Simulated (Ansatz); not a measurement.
The pair A = stibine (SMILES [SbH3]) (first 4 atoms), B = stibine (SMILES [SbH3]); geometry from B3LYP-D3(BJ)/def2-TZVP.
(charge 0, multiplicity 1):
```xyz
8

Sb     0.345    -0.322    -0.420
H      1.607    -0.271     0.738
H     -0.448    -1.570     0.446
H     -0.533     0.878     0.431
Sb    -0.460    -0.073     3.875
H     -0.053     1.532     3.436
H     -1.098     0.457     5.379
H     -1.995     0.061     3.129
```

Correlated levels freeze the cores. Filled d and f shells under p-block atoms count as core. MP2 and its Hartree–Fock in def2-QZVPPD are density fitted.

Programs: Ansatz (a first-principles code) with Gaussian orbitals. Values without a source in brackets are computed. In def2 rows elements past Kr take small-core potentials, without spin–orbit coupling.

The counterpoise-corrected interaction energy is E(AB) − E(A in the pair's basis) − E(B in the pair's basis). Total energies (hartree):

```tsv
level	AB	A in the pair's basis	B in the pair's basis
HF/def2-TZVPPD	-481.9590088	-240.9803894	-240.9804389
MP2/def2-TZVPPD	-482.2448060	-241.1214746	-241.1215149
HF/def2-QZVPPD	-481.9628575	-240.9823113	-240.9823652
MP2/def2-QZVPPD	-482.2693678	-241.1336421	-241.1336407
CCSD(T)/def2-TZVPPD	-482.3109112	-241.1546840	-241.1547401
```

Problem. Work out the counterpoise-corrected interaction energy at the basis-set limit: extrapolate the MP2 correlation part as X⁻³, take Hartree–Fock from the larger set, and add the CCSD(T) − MP2 difference of def2-TZVPPD.

Solution. 
1. Differences (1 hartree = 627.509 kcal/mol): HF/def2-TZVPPD 1.142; MP2/def2-TZVPPD -1.140; HF/def2-QZVPPD 1.141; MP2/def2-QZVPPD -1.308; CCSD(T)/def2-TZVPPD -0.933.
2. Correlation parts, MP2 less HF: -2.282 in def2-TZVPPD (X = 3), -2.450 in def2-QZVPPD (X = 4).
3. Limit (4³·(-2.450) − 3³·(-2.282))/(4³ − 3³) = -2.573; with HF/def2-QZVPPD it gives -1.431.
4. CCSD(T) less MP2 in def2-TZVPPD: 0.207.
Result: -1.22 kcal/mol, against -1.14 at MP2/def2-TZVPPD. It is an estimate of this method's limit, not of the exact value.
